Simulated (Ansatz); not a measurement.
Results of the Gaussian-basis code of Ansatz.

`C=C[Te][SiH2]C` at its PBE0-D4/def2-TZVP geometry, where that method's forces vanish. The species carries charge 0 and has multiplicity 1. Te takes the def2 core potential.

```tsv
atom	x (Å)	y (Å)	z (Å)
C1	-2.4467	0.6438	-1.2093
C2	-1.6577	-0.3408	-0.8066
Te3	-1.3515	-0.8348	1.2169
Si4	1.1240	-0.9689	0.9294
C5	1.8895	0.7018	0.5991
H6	-2.6217	0.8144	-2.2677
H7	-2.9479	1.3087	-0.5144
H8	-1.1650	-0.9943	-1.5199
H9	1.4043	-1.8944	-0.2025
H10	1.6414	-1.5692	2.1876
H11	1.4441	1.1522	-0.2906
H12	2.9666	0.6064	0.4363
H13	1.7207	1.3748	1.4418
```

**Question.** For each bond, give half the difference of the two atoms' forces along it (eV/Å; positive pushes the atoms apart) under PBE-D4, r2SCAN-D4, B3LYP-D4, ωB97M-V in def2-TZVPP. (Estimate.)

**Answer.** The calculation gave: 
```tsv
bond	length (Å)	PBE-D4	r2SCAN-D4	B3LYP-D4	ωB97M-V
C1–C2	1.324	0.36	0.16	0.05	0.01
C1–H6	1.086	0.02	-0.05	-0.09	-0.07
C1–H7	1.084	0.01	-0.07	-0.06	-0.03
C2–Te3	2.105	0.07	0.11	0.26	0.04
C2–H8	1.086	0.01	-0.08	-0.14	-0.06
Te3–Si4	2.496	0.09	0.05	0.18	-0.03
Si4–C5	1.867	0.01	0.02	0.11	0.06
Si4–H9	1.489	0.07	-0.03	-0.12	-0.12
Si4–H10	1.487	0.08	-0.03	-0.13	-0.12
C5–H11	1.092	0.11	-0.01	-0.05	-0.03
C5–H12	1.094	0.10	-0.01	-0.04	-0.05
C5–H13	1.092	0.11	-0.01	-0.04	-0.04
```

B3LYP here is the variant with VWN-RPA as its local correlation; programs differ in this.
